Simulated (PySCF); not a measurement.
Species: C₅H₁₂SSi.
InChI=1S/C5H12SSi/c1-3-4-5(2)6-7/h2-4H2,1,7H3

Computed with TDDFT wB97X-D/def2-SVPD, vertical, gas phase, core orbitals frozen in the response in PySCF. The structure is a single GFN2-xTB conformer in the gas phase; no vibrational or solvent corrections. Torsions of this conformer, `[CH2:1]=[C:2]([CH2:3][CH2:4][CH3:5])[S:6][SiH3:7]`: C1–C2–C3–C4 -103°, C2–C3–C4–C5 180°, C1–C2–S6–Si7 14°.

Q: List the vertical singlet excitations with oscillator strengths and describe the spectrum.

A: 

```
state  E (eV)  ν̃ (cm⁻¹)       f  |μ| (D)  main configurations (H = HOMO, L = LUMO)
   S1    5.61      45270   0.017     0.88                    H→L (58%), H→L+3 (20%)
   S2    5.93      47830   0.131     2.42       H→L+1 (37%), H→L+2 (26%), H→L (16%)
   S3    5.96      48070   0.032     1.18       H→L+1 (57%), H→L+2 (18%), H→L (11%)
   S4    6.60      53230  0.0029     0.34     H→L+2 (41%), H→L+3 (31%), H→L+4 (13%)
   S5    7.02      56600  0.0086     0.57                               H→L+6 (76%)
   S6    7.28      58740   0.018     0.81      H→L+8 (45%), H→L+4 (16%), H→L+3 (9%)
   S7    7.31      58990   0.033     1.09                               H→L+5 (75%)
   S8    7.45      60130   0.011     0.62     H→L+4 (24%), H→L+7 (18%), H→L+8 (18%)
```

Triplets, Tamm–Dancoff:

```tsv
state	E (eV)	λ (nm)	main configurations (H = HOMO, L = LUMO)
T1	4.14	299.4	H→L+1 (56%), H→L (20%)
T2	5.39	230.1	H→L (30%), H→L+3 (26%), H→L+2 (14%)
T3	5.68	218.2	H→L (35%), H→L+1 (19%), H→L+3 (15%)
```

The lowest singlet comes at 221 nm (542 kJ/mol) in the ultraviolet; it is weak; its leading configuration is HOMO→LUMO (58%). The strongest level in the table is S2 at 5.93 eV (209 nm, f = 0.131). Löwdin shares by element: HOMO sulfur 44%, carbon 40% or more, silicon 5%; LUMO silicon 35%, sulfur 18%, hydrogen 18% or more (atoms not listed hold the other 29%). The oscillator strengths of these states sum to 0.253; summed over the whole spectrum of an exact calculation they would give the number of electrons, 72 (Thomas–Reiche–Kuhn). Orbital energies (eV): HOMO-3 -11.25, HOMO-2 -10.57, HOMO-1 -10.29, HOMO -8.26, LUMO 1.68, LUMO+1 1.82, LUMO+2 2.03. Of the 8 states listed, 6 reach f = 0.01 and none stays under 0.0005. The window holds the lowest 8 singlets.
